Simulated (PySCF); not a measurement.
Geometry (Å), atoms numbered from 1 in this order:
```xyz
12

O     2.4174    0.8659   -0.7312
C     1.8205   -0.0548   -0.2366
O     2.4303   -1.1794    0.1824
C     0.3763   -0.0861   -0.0190
C    -0.4924    0.9286   -0.3292
C    -1.8262    0.6145   -0.0085
C    -1.9444   -0.6345    0.5402
S    -0.4469   -1.4237    0.6686
H     3.3716   -1.0651   -0.0037
H    -0.1543    1.8555   -0.7720
H    -2.6656    1.2761   -0.1728
H    -2.8455   -1.1265    0.8750
```

Geometry: PBE0-D3(BJ)/def2-TZVP; GIAO shifts from PySCF 2.14.0 with density-fitted response routines, gas phase, non-relativistic, averaged over equivalent atoms.

At wB97X-D/pcSseg-2 (351 basis functions, 68 s wall time on 1 thread of an Intel Xeon 6975P-C, shared host):
```tsv
atoms	δ (ppm)
O1	391.2
O3	196.0
C2	172.3
C5	148.8
C7	147.5
C4	145.2
C6	137.4
S8	263.7
H10	8.38
H12	7.76
H11	7.37
H9	5.98
```

Referencing at the same level of theory: 17O (328.24 ppm) against H2O; TMS for 13C (186.29 ppm) and 1H (31.63 ppm); 33S (510.68 ppm) vs CS2.

Estimate the result of repeating the calculation with B97-2/pcSseg-2.

## Answers


| atoms | δ at B97-2/pcSseg-2 | change |
| --- | --- | --- |
| O1 | 381.3 | -9.9 |
| O3 | 195.6 | -0.4 |
| C2 | 167.2 | -5.1 |
| C5 | 143.7 | -5.1 |
| C7 | 141.6 | -5.9 |
| C4 | 139.6 | -5.6 |
| C6 | 133.4 | -4.0 |
| S8 | 257.0 | -6.7 |
| H10 | 8.31 | -0.07 |
| H12 | 7.64 | -0.12 |
| H11 | 7.35 | -0.02 |
| H9 | 5.87 | -0.11 |

Shifts are taken against calculated references (same method and geometry level): 17O (σ = 327.66 ppm) against H2O; 13C (σ = 185.38 ppm) and 1H (σ = 31.64 ppm) vs TMS; 33S (σ = 517.10 ppm) vs CS2.

The largest change is at O1 (carbonyl oxygen). Cost: 351 basis functions, 51 s wall time on 1 thread of an Intel Xeon 6975P-C, shared host. The order of the carbon signals is the same at both levels.

Hydrogen bonding in solution deshields acid and N–H amide carbonyl carbons by as much as 10 ppm beyond these values. Unscaled 17O shifts of doubly bonded oxygen tend to come out too high, by tens of ppm or more. Experimental scales use liquid or dissolved standards, which lie at an offset from isolated H2O (liquid H2O: subtract about 36 ppm).
